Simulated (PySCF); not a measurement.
Compound: C6H9ClSi.
SMILES with atom numbers: `[CH3:1][C:2]#[C:3][Si@@H:4]([Cl:5])[CH:6]1[CH2:7][CH2:8]1`

Definitions: NICS(0) = −σiso at the ring centroid; NICS(1) = −σiso and NICS(1)zz = −σzz at ±1 Å along the ring normal z. Level: GIAO PBE0/pcSseg-1 (PySCF, non-relativistic, gas phase) on the GFN2-xTB geometry, one conformer.

Ring bond lengths (Å), with Mayer bond orders in brackets: C6–C7 1.506 (0.96), C7–C8 1.490 (0.98), C8–C6 1.505 (0.95).

Question: Give the NICS values of each ring in ppm.

Answer: 
| ring | type | NICS(0) | NICS(1), two faces | NICS(1)zz, two faces | rms pucker (Å) | centre to ring atoms, mean (Å) |
| --- | --- | --- | --- | --- | --- | --- |
| C6–C7–C8 | 3-membered carbocycle; formal bonds all single | -45.4 | -8.3 / -9.6 | -24.3 / -24.5 | 0.00 | 0.87 |

Question: What can be read from them?

Answer: 
- C6–C7–C8: mean NICS(1)zz -24.4 ppm, shielded. C6, C7, C8 have four or more neighbours, so the value isn't read as a sign of a π ring current. NICS(0) lies 36 ppm below the mean NICS(1).

Question: Give the inner angles of the rings and the Hirshfeld charges of the ring atoms.

Answer: 
- C6–C7–C8: C6 59.3° (-0.137 e), C7 60.3° (-0.086 e), C8 60.4° (-0.086 e); sum 180.0° against 180° for a flat convex ring.

Question: What are the shieldings of the ring atoms and their hydrogens in the same run (means over atoms taken as equivalent)?

Answer: 
```
  atoms                  environment  σ isotropic (ppm)  principal values of the symmetric part, first atom (ppm)
     C6  sp3 carbon bound to silicon              185.8                                       158.2, 171.2, 227.8
     C7   three-membered-ring carbon              180.3                                       150.2, 176.9, 213.7
     C8   three-membered-ring carbon              184.0                                       158.7, 178.4, 214.9
H on C6             methine hydrogen              31.83                                          24.1, 29.2, 42.1
H on C7           methylene hydrogen              30.92                                          24.2, 28.6, 40.0
H on C7           methylene hydrogen              30.92                                          25.0, 26.3, 41.5
H on C8           methylene hydrogen              31.57                                          25.3, 29.4, 40.1
H on C8           methylene hydrogen              31.06                                          24.9, 26.3, 41.9
```

Shape of the structure used: `[CH3:1][C:2]#[C:3][Si@@H:4]([Cl:5])[CH:6]1[CH2:7][CH2:8]1`: C3–Si4–C6–C7 1°.
